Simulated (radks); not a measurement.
Question: The silver ion Ag+ is in [Kr] 4d10. All-electron calculation, scalar-relativistic Kohn-Sham, LDA (Slater exchange, Perdew-Wang correlation), spin-polarised, spherical densities, finite nucleus; Fermi nuclear charge, rms radius of each element as measured or else 0.836 A^(1/3) + 0.57 fm. Program: a radial shooting solver on a logarithmic mesh with Libxc functionals. Open shells are filled with parallel spins first. One electron is removed from 4d, 4p, 3d, 4s in turn, with full relaxation. Which removal costs least, and what does each cost?

Answer: 4d 22.218 eV; 4p 74.259 eV; 4s 110.94 eV; 3d 384.84 eV. The 4d electron leaves first.
